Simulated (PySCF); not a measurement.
C₂H₁₀Si₂, SMILES [SiH3][SiH](C)C. Atoms are numbered in the order given.

```xyz
14

Si     1.7993     0.0978     0.0000
Si    -0.4932    -0.4230     0.0000
C     -1.3098     0.2728     1.5524
C     -1.3098     0.2728    -1.5524
H      2.4862    -0.4516     1.2120
H      2.4862    -0.4516    -1.2120
H      1.9931     1.5843     0.0000
H     -0.6298    -1.9175     0.0000
H     -0.8572    -0.1428     2.4666
H     -2.3855     0.0312     1.5684
H     -1.2089     1.3695     1.5935
H     -1.2089     1.3695    -1.5935
H     -0.8572    -0.1428    -2.4666
H     -2.3855     0.0312    -1.5684
```
Charge 0, spin multiplicity 1.

Geometry: r2SCAN-D4/def2-SVP.

All values below come from PBE/def2-TZVP (PySCF).

ESP charges are fitted to the potential on shells at 1.4 to 2.0 van der Waals radii. Atomic charges (e):

```
atom  meta-Löwdin  ESP fit  Löwdin
----  -----------  -------  ------
Si1          0.13    -0.14    0.10
Si2          0.53     0.74    0.13
C3          -0.58    -0.70   -0.46
C4          -0.58    -0.70   -0.46
H5          -0.06    -0.01   -0.03
H6          -0.06    -0.01   -0.03
H7          -0.07    -0.01   -0.03
H8          -0.09    -0.18   -0.02
H9           0.13     0.16    0.13
H10          0.13     0.17    0.13
H11          0.13     0.17    0.13
H12          0.13     0.17    0.13
H13          0.13     0.16    0.13
H14          0.13     0.17    0.13
```

Computed Mayer and Wiberg (Löwdin basis) orders of the bonds:
| bond | Mayer | Wiberg |
|---|---|---|
| Si1–Si2 | 0.97 | 1.10 |
| Si2–C3 | 0.99 | 1.22 |
| Si2–C4 | 0.99 | 1.22 |
| Si1–H5 | 0.94 | 0.96 |
| Si1–H6 | 0.94 | 0.96 |
| Si1–H7 | 0.93 | 0.96 |
| Si2–H8 | 0.93 | 0.88 |
| C3–H9 | 0.95 | 0.90 |
| C3–H10 | 0.94 | 0.90 |
| C3–H11 | 0.95 | 0.90 |
| C4–H12 | 0.95 | 0.90 |
| C4–H13 | 0.95 | 0.90 |
| C4–H14 | 0.94 | 0.90 |
